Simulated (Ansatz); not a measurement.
Several settings on one geometry of Al₉N₉, a nanocrystal cut from zinc blende AlN (bare) (that of the charge 0 singlet, PBE-D4/def2-SVP). Ansatz on 2 threads of AMD EPYC 7R13 on a shared host and a share (18 GiB) of an NVIDIA H100 80GB HBM3; times are rough.

Cartesian coordinates in Å:
```
Al -1.6647 2.0980 -1.1043
Al -0.9418 -2.4345 1.8675
Al 0.7646 -2.7938 0.0080
Al -0.0353 -0.5158 -1.9499
Al -1.8308 0.2791 0.5876
Al 0.8734 -0.1116 1.4863
Al 1.1515 1.9422 -0.7310
Al -0.5250 2.7300 0.9517
Al 2.1451 -0.9256 -0.9725
N -0.9277 -0.6506 1.8862
N -1.5707 0.2365 -1.2970
N -2.2304 2.0611 0.7213
N 0.8493 -2.1119 -1.6955
N -0.3407 -3.8156 1.0179
N 1.9309 -1.4285 0.7885
N -0.1974 3.1834 -0.8845
N 1.5558 0.5780 -1.8297
N 0.9939 1.6797 1.1494
```

Totals from different functionals, basis sets or treatments of relativity can't be compared as stabilities.

Correlated methods freeze 54 core orbitals.

The spins typed aren't always the lowest for that charge.

(1) Give the basis size and estimate the energy, ⟨S²⟩ and time of these runs.

```csv
run,method,charge,state,further keys
1,"UHF, mp2/def2-SVPD",1,doublet,electrons: outside_noble_gas; accuracy: high; scf: {lower_state_search: off}
2,RKS ωB97M-V/6-31G,0,singlet,scf: {omitted_lower_state_checks: [starts]}
3,UKS LDA (SPW92)/def2-mTZVP,0,singlet,scf: {omitted_lower_state_checks: [starts]}; forces asked
```

## Answers

(1) 
```
run  functions  energy (Eh)  ⟨S²⟩  wall time
  1        396   -2668.5681  0.76       24 s
  2        198   -2674.4664     –       74 s
  3        369   -2662.1407  0.00       11 s
```
